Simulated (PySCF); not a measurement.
Broadened absorption spectrum of C4H11NSSi

C4H11NSSi.
SMILES: `CS[Si@@H]1CCCN1`

Theory: TDDFT CAM-B3LYP/def2-SVPD, vertical, gas phase, core orbitals frozen in the response in PySCF 2.14.0, density-fitted response routines. The structure is a single GFN2-xTB conformer in the gas phase; no vibrational or solvent corrections.

Computed states:

| state | E (eV) | f |
| --- | --- | --- |
| S1 | 5.49 | 0.0038 |
| S2 | 6.01 | 0.0025 |
| S3 | 6.33 | 0.043 |
| S4 | 6.58 | 0.018 |
| S5 | 6.79 | 0.010 |
| S6 | 6.84 | 0.012 |
| S7 | 6.94 | 0.012 |
| S8 | 7.16 | 0.0084 |

Broadening: Gaussians 0.3 eV wide at half height, area fixed by f = 4.319×10⁻⁹ ∫ε dν̃. The width is an assumption, not a result. The curve ends short of the highest state used, and states not computed would add to its high-energy end.

(1) Give the broadened spectrum and its maxima.

(2) Coming from long wavelengths, where does ε first pass 100 L mol⁻¹ cm⁻¹?

(3) On this curve, what absorbance would a 10⁻⁵ mol/L sample give at 193 nm over a 1 cm path?

Results:

(1) 
(λ (nm), ε (L mol⁻¹ cm⁻¹)): (189.1, 2716), (191.0, 3166), (193.0, 3790), (195.0, 4137), (196.9, 3827), (198.9, 2889), (200.8, 1850), (202.8, 1014), (204.7, 565), (206.7, 341), (208.7, 228), (210.6, 155), (212.6, 99), (214.5, 73), (216.5, 84), (218.5, 132), (220.4, 203), (222.4, 280), (224.3, 332), (226.3, 342), (228.2, 309), (230.2, 242), (232.2, 167), (234.1, 105), (236.1, 57), (238.0, 29), (240.0, 13), (242.0, 5), (243.9, 2), (245.9, 1)

Maxima: 226 nm (5.49 eV), ε about 340, made up of S1 (100%); 195 nm (6.35 eV), ε about 4100, made up of S3 (91%) (ε in L mol⁻¹ cm⁻¹; maxima over ε = 5, shares over 10%).

(2) At about 234 nm (5.29 eV), 0.20 eV below S1.

(3) 193 nm is 6.424 eV, where ε is about 3800 L mol⁻¹ cm⁻¹, so A = ε c l ≈ 0.038 (Beer–Lambert, with the gas-phase spectrum and the assumed width).
